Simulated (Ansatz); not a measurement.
K4⁺, relaxed as a doublet with UKS B3LYP/def2-TZVP in Ansatz, starting from the GFN2-xTB geometry. Force threshold 0.02 eV/Å.

The relaxation made no stability test and no search for a lower SCF solution. The structure comes from a short search, and lower isomers may exist.

Start:

```csv
atom,x (Å),y (Å),z (Å)
K1,2.643,1.780,1.755
K2,-2.407,-1.523,-0.982
K3,0.388,0.023,-3.674
K4,-0.624,-0.280,2.901
```

(1) Estimate the energy that the relaxation releases and the steps that it takes.

(2) Does the start keep its bonding?

(3) Predict the relaxed structure.

## Answers

(1) 24.6 kJ/mol, in 14 steps; 48 s on 4 threads of Arm Neoverse V2 on a shared host. The force fell under the threshold at step 3, but the optimiser went on and released 0.249 eV more. No frequencies were taken in this run, so the end may be a saddle point.

(2) Bonds formed: K1–K2, K1–K3 (atoms count from 1).

(3) 
Cartesian coordinates in Å:
```
K 1.666 1.176 0.588
K -1.738 -0.938 -0.555
K 0.839 0.218 -4.068
K -0.767 -0.456 4.034
```
Bond lengths (bridged metal pairs left out): 5 × K–K 4.17 to 4.82 Å.
